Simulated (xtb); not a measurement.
CHOS, charge +1, singlet, geometry from GFN2-xTB; xtb with GFN1-xTB.

Input for xtb:
```
$ xtb mol.xyz --gfn 1 --chrg 1 --ohess --json

# file mol.xyz
4

O     -1.55944818    -0.23917576     0.38088567
C     -0.38452733    -0.02032705     0.12187927
S      1.05737168     0.10896489    -0.29674929
H     -2.13519739     0.29193014     0.96962766
```

Q: Predict the main parts of the log of this xtb run.

A: 
```
   ID    Z sym.   atoms
    1    8 O      1
    2    6 C      2
    3   16 S      3
    4    1 H      4

           -------------------------------------------------
          |                Calculation Setup                |
           -------------------------------------------------

           -------------------------------------------------
          |                 G F N 1 - x T B                 |
           -------------------------------------------------

          ...................................................
          :                      SETUP                      :
          :.................................................:
          :  # basis functions                  20          :
          :  # atomic orbitals                  19          :
          :  # shells                            9          :
          :  # electrons                        16          :
          :  # halogen bonds                     0          :
          :  max. iterations                   250          :
          :  Hamiltonian                  GFN1-xTB          :
          :  restarted?                      false          :
          :  GBSA solvation                  false          :
          :  PC potential                    false          :
          :  electronic temp.          300.0000000     K    :
          :  accuracy                    1.0000000          :
          :  -> integral cutoff          0.2500000E+02      :
          :  -> integral neglect         0.1000000E-07      :
          :  -> SCF convergence          0.1000000E-05 Eh   :
          :  -> wf. convergence          0.2000000E-04 e    :
          :  Broyden damping             0.4000000          :
          :  net charge                          1          :
          :  unpaired electrons                  0          :
          ...................................................

 iter      E             dE          RMSdq      gap      omega  full diag
   1    -10.1837709 -0.101838E+02  0.887E+00    6.37       0.0  T
   2     -9.1858567  0.997914E+00  0.155E+01    4.78       1.0  T
   3    -10.5818834 -0.139603E+01  0.335E+00    4.61       1.0  T
   4    -10.5148415  0.670420E-01  0.342E+00    4.45       1.0  T
   5    -10.5793885 -0.645471E-01  0.723E-01    4.58       1.0  T
   6    -10.5824779 -0.308938E-02  0.117E-01    4.66       1.0  T
   7    -10.5825578 -0.798647E-04  0.293E-02    4.65       1.7  T
   8    -10.5825622 -0.448297E-05  0.268E-03    4.65      18.6  T
   9    -10.5825623 -0.260772E-07  0.485E-04    4.65     103.1  T
  10    -10.5825623 -0.850358E-09  0.249E-05    4.65    2011.4  T
  11    -10.5825623 -0.208544E-11  0.161E-05    4.65    3107.9  T

   *** convergence criteria satisfied after 11 iterations ***

         :::::::::::::::::::::::::::::::::::::::::::::::::::::
         ::                     SUMMARY                     ::
         :::::::::::::::::::::::::::::::::::::::::::::::::::::
         :: total energy             -10.471880755464 Eh    ::
         :: gradient norm              0.025089115334 Eh/a0 ::
         :: HOMO-LUMO gap              4.646672159747 eV    ::
         ::.................................................::
         :: SCC energy               -10.582562265563 Eh    ::
         :: -> electrostatic           0.184697715608 Eh    ::
         :: repulsion energy           0.111485000233 Eh    ::
         :: dispersion energy         -0.000803490135 Eh    ::
         :: halogen bond corr.         0.000000000000 Eh    ::
         :: add. restraining           0.000000000000 Eh    ::
         :: total charge               1.000000000000 e     ::
         :::::::::::::::::::::::::::::::::::::::::::::::::::::

      -----------------------------------------------------------
     |                   =====================                   |
     |                        A N C O P T                        |
     |                   =====================                   |
     |               Approximate Normal Coordinate               |
     |                Rational Function Optimizer                |
      -----------------------------------------------------------
      -----------------------------------------------------------
     |                   =====================                   |
     |                        A N C O P T                        |
     |                   =====================                   |
     |               Approximate Normal Coordinate               |
     |                Rational Function Optimizer                |
      -----------------------------------------------------------

          ...................................................
          :                      SETUP                      :
          :.................................................:
          :   optimization level            normal          :
          :   max. optcycles                   200          :
          :   ANC micro-cycles                  20          :
          :   degrees of freedom                 6          :
          :.................................................:
          :   RF solver                   davidson          :
          :   write xtbopt.log                true          :
          :   linear?                        false          :
          :   energy convergence         0.5000000E-05 Eh   :
          :   grad. convergence          0.1000000E-02 Eh/α :
          :   maxmium RF displ.          1.0000000          :
          :   Hlow (freq-cutoff)         0.1000000E-01      :
          :   Hmax (freq-cutoff)         5.0000000          :
          :   S6 in model hess.         20.0000000          :
          ...................................................

generating ANC from exact Hessian ...
Using Lindh-Hessian (1995)
 Shifting diagonal of input Hessian by    9.5269436420776475E-003
 Lowest  eigenvalues of input Hessian
[...]
 * total energy  :   -10.4718808 Eh     change       -0.1413980E-11 Eh
 * total energy  :   -10.4720478 Eh     change       -0.1670594E-03 Eh
 * total energy  :   -10.4721101 Eh     change       -0.6229779E-04 Eh
 * total energy  :   -10.4721428 Eh     change       -0.3266662E-04 Eh
 * total energy  :   -10.4721726 Eh     change       -0.2982691E-04 Eh
 * total energy  :   -10.4721783 Eh     change       -0.5706775E-05 Eh
 * total energy  :   -10.4721788 Eh     change       -0.4657921E-06 Eh
   *** GEOMETRY OPTIMIZATION CONVERGED AFTER 7 ITERATIONS ***
         :: total energy             -10.472178778723 Eh    ::
[...]
        14                         -0.3850852             -10.4787
        15                         -0.3113716              -8.4729
        16                         -0.3029750              -8.2444
        17                         -0.0520079              -1.4152
        18                          0.1151796               3.1342
        19                          0.8681392              23.6233
      -------------------------------------------------------------
                  HL-Gap            0.1707890 Eh            4.6474 eV
             Fermi-level           -0.6986306 Eh          -19.0107 eV

  Mulliken/CM5 charges         n(s)   n(p)   n(d)
     1O    -0.30094 -0.49671   1.640  4.661  0.000
     2C     0.57914  0.63391   1.001  2.419  0.000
     3S     0.20265  0.18049   1.903  3.892  0.002
     4H     0.51915  0.68231   0.481  0.000  0.000

Wiberg/Mayer (AO) data.
largest (>0.10) Wiberg bond orders for each atom
Molecule has the following symmetry elements: (sigma)
It seems to be the Cs point group

 ---------------------------------------------------------------------------
     #   Z sym  total        # sym  WBO       # sym  WBO       # sym  WBO
 ---------------------------------------------------------------------------
     1   8 O    2.438 --     2 C    1.488     4 H    0.684     3 S    0.265
     2   6 C    3.858 --     3 S    2.360     1 O    1.488
     3  16 S    2.663 --     2 C    2.360     1 O    0.265
     4   1 H    0.732 --     1 O    0.684
 ---------------------------------------------------------------------------

Topologies differ in total number of bonds
Writing topology from bond orders to xtbtopo.mol

 dipole moment from electron density (au)
     X       Y       Z
  -1.1932   0.5457   0.8186  total (Debye):    3.931

           -------------------------------------------------
          |               Frequency Printout                |
           -------------------------------------------------
 projected vibrational frequencies (cm⁻¹)
eigval :       -0.00    -0.00    -0.00    -0.00     0.00     0.00
eigval :      379.25   403.53   770.92   962.16  2019.91  3296.28
 reduced masses (amu)
   1: 20.00   2: 30.62   3: 16.14   4: 16.17   5: 30.50   6:  2.96   7: 11.80   8: 12.99
   9:  4.36  10: 22.18  11: 13.61  12:  1.91
 IR intensities (km·mol⁻¹)
   1: 26.08   2:  7.00   3: 12.91   4: 14.13   5:  7.29   6:397.53   7: 35.42   8:  0.03
   9:455.18  10: 47.52  11:574.20  12:565.33
 Raman intensities (Ä⁴*amu⁻¹)
   1:  0.00   2:  0.00   3:  0.00   4:  0.00   5:  0.00   6:  0.00   7:  0.00   8:  0.00
   9:  0.00  10:  0.00  11:  0.00  12:  0.00
 output can be read by thermo (or use thermo option).
 writing <g98.out> molden fake output.
 recommended (thermochemical) frequency scaling factor: 1.0
           -------------------------------------------------
          |             Thermodynamic Functions             |
           -------------------------------------------------

cs  symmetry found (for desy threshold:  0.10E+00) used in thermo

          ...................................................
          :                      SETUP                      :
          :.................................................:
          :  # frequencies                           6      :
          :  # imaginary freq.                       0      :
          :  linear?                             false      :
          :  only rotor calc.                    false      :
          :  symmetry                               cs      :
          :  rotational number                       1      :
          :  scaling factor                  1.0000000      :
          :  rotor cutoff                   50.0000000 cm⁻¹ :
          :  imag. cutoff                  -20.0000000 cm⁻¹ :
          :.................................................:

    mode    ω/cm⁻¹     T·S(HO)/kcal·mol⁻¹    T·S(FR)/kcal·mol⁻¹   T·S(vib)
   ------------------------------------------------------------------------
   ------------------------------------------------------------------------

   temp. (K)  partition function   enthalpy   heat capacity  entropy
                                   cal/mol     cal/K/mol   cal/K/mol   J/K/mol
 298.15  VIB   1.44                  480.943      4.108      2.335
         ROT  0.471E+04              888.752      2.981     19.786
         INT  0.677E+04             1369.695      7.089     22.121
         TR   0.462E+27             1481.254      4.968     38.231
         TOT                        2850.9492    12.0573    60.3523   252.5140

       T/K    H(0)-H(T)+PV         H(T)/Eh          T*S/Eh         G(T)/Eh
   ------------------------------------------------------------------------
    298.15    0.454328E-02    0.223860E-01    0.286753E-01   -0.628932E-02
   ------------------------------------------------------------------------

         :::::::::::::::::::::::::::::::::::::::::::::::::::::
         ::                  THERMODYNAMIC                  ::
         :::::::::::::::::::::::::::::::::::::::::::::::::::::
         :: total free energy         -10.478468103052 Eh   ::
         ::.................................................::
         :: total energy              -10.472178778723 Eh   ::
         :: zero point energy           0.017842721063 Eh   ::
         :: G(RRHO) w/o ZPVE           -0.024132045392 Eh   ::
         :: G(RRHO) contrib.           -0.006289324330 Eh   ::
         :::::::::::::::::::::::::::::::::::::::::::::::::::::

optimized geometry written to: xtbopt.xyz

           -------------------------------------------------
          | TOTAL ENERGY              -10.472178778723 Eh   |
          | TOTAL ENTHALPY            -10.449792780889 Eh   |
          | TOTAL FREE ENERGY         -10.478468103052 Eh   |
          | GRADIENT NORM               0.000483415203 Eh/α |
          | HOMO-LUMO GAP               4.647405322233 eV   |
           -------------------------------------------------

normal termination of xtb
```
